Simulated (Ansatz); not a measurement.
Reaction: C2H3ClSi (SMILES C#C[SiH2]Cl) → C2H3Si (SMILES C#C[SiH2], doublet) + Cl (doublet) (the Cl-Si bond breaks)
Each species at its own B3LYP-D3(BJ)/def2-TZVP minimum (Ansatz, a first-principles code).

Quantity: bond dissociation energy (electronic), in kcal/mol. Open shells are spin-unrestricted; no spin-orbit coupling. CBS(X,Y): correlation extrapolated as X^-3, Hartree-Fock from the larger set. A bracket is a step between two methods taken in the basis named. Functionals run without relativity, which enters their misses. 'core' is core correlation in cc-pwCVTZ (1s frozen past Ne), 'X2C' scalar relativity in cc-pVTZ-DK, both at CCSD(T). The UHF reference of C2H3Si (C#C[SiH2], doublet) is spin-contaminated (<S^2> up to 0.10 over the pure value in the sets run).

CCSD(T)/CBS(cc-pV(T+d)Z,cc-pV(Q+d)Z) + [CCSDT(Q) - CCSD(T)]/cc-pV(D+d)Z + core + X2C (Ansatz) gives 112.3 kcal/mol.

### Question
What does PBE/def2-TZVPD (Ansatz) give here, and how do the other levels compare?

### Answer
PBE gives 106.9 kcal/mol, 5.4 kcal/mol below it. Differences of the others: r2SCAN/def2-TZVPD (Ansatz) -5.2; B3LYP/def2-TZVPD (Ansatz) -8.4; wB97M-V/def2-TZVPD (Ansatz) 0.0; CCSD(T)/CBS(cc-pV(T+d)Z,cc-pV(Q+d)Z) + core + X2C (Ansatz) 0.1 kcal/mol.
